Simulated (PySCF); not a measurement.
## Chemical shifts up a ladder of levels: 1-naphthoyl fluoride (3n) (C11H7FO)

System: 1-naphthoyl fluoride (3n) (C11H7FO), SMILES O=C(F)c1cccc2ccccc12.

Atom-mapped SMILES (hydrogens are numbered by the atom that bears them): [O:1]=[C:2]([F:3])[c:4]1[cH:5][cH:6][cH:7][c:8]2[cH:9][cH:10][cH:11][cH:12][c:13]12

GIAO shifts in ppm, gas phase, PySCF SCF with an in-house response code; 1H, 13C and 29Si against isolated TMS and 19F against isolated CFCl3 at the same level and kind of geometry; averaged over atoms that symmetry or fast rotation interchanges.

```tsv
atom	KT3/pcSseg-1 on GFN2-xTB	KT3/pcSseg-2 on PBE0-D3(BJ)
C2	157.5	159.6
C4	114.1	120.0
C5	132.3	135.0
C6	119.0	122.3
C7	131.2	134.9
C8	125.9	131.9
C9	123.7	127.7
C10	120.6	124.1
C11	123.9	127.0
C12	121.2	125.3
C13	123.8	130.0
F3	8.1	10.2
H on 5	8.86	8.82
H on 6	7.67	7.55
H on 7	8.03	8.04
H on 9	7.89	7.90
H on 10	7.63	7.57
H on 11	7.78	7.70
H on 12	9.09	9.06
```

Problem. What are the shifts at PBE0/pcSseg-2 on PBE0-D3(BJ)?

Solution. 
```tsv
atom	shift / ppm
C2	169.9
C4	130.4
C5	148.4
C6	133.3
C7	147.9
C8	143.5
C9	139.6
C10	135.7
C11	138.9
C12	136.4
C13	141.9
F3	31.8
H on 5	9.20
H on 6	7.85
H on 7	8.42
H on 9	8.23
H on 10	7.88
H on 11	8.02
H on 12	9.39
```
